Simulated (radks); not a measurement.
The numbers below are computed, except where a source is named.
Valence configurations of Sm I (all share [Xe]). Level of theory: Dirac Kohn-Sham, PBEsol, spin-unpolarised, spherical densities, point nucleus; open shells are shared between the two j in proportion to 2j + 1 (a radial shooting solver on a logarithmic mesh with Libxc functionals). Energies are relative to 4f6 6s2; eigenvalues in eV.

| valence | E (eV) | e(4f5/2) | e(4f7/2) | e(5d3/2) | e(5d5/2) | e(6p1/2) |
|---|---|---|---|---|---|---|
| 4f6 6s2 | 0.000 | -2.811 | -2.271 | - | - | - |
| 4f6 5d1 6s1 | 2.010 | -1.800 | -1.261 | -1.233 | -1.082 | - |
| 4f6 5d2 | 4.149 | -1.300 | -0.762 | -0.998 | -0.867 | - |
| 4f6 5d1 6p1 | 4.233 | -2.902 | -2.362 | -2.079 | -1.907 | -1.720 |
| 4f5 6s2 6p1 | 4.950 | -11.500 | -10.902 | - | - | -2.395 |
| 4f4 5d1.5 6s1 6p1.5 | 15.316 | -17.597 | -16.947 | -6.140 | -5.782 | -2.585 |
| 4f4 5d1 6s1 6p2 | 17.275 | -19.293 | -18.642 | -7.275 | -6.892 | -2.995 |
| 4f3.5 5d1 6s1 6p2.5 | 26.578 | -24.646 | -23.968 | -9.108 | -8.668 | -3.445 |
| 4f3 5d1 6s1 6p3 | 38.414 | -30.269 | -29.563 | -11.014 | -10.518 | -3.891 |

NIST lists [Xe] 4f6 6s2 as the ground configuration; this level of theory agrees among the configurations tried. The energies are those of spherical spin-averaged densities, not of single terms. No valid solution was reached for [Xe] 4f7 6s1.
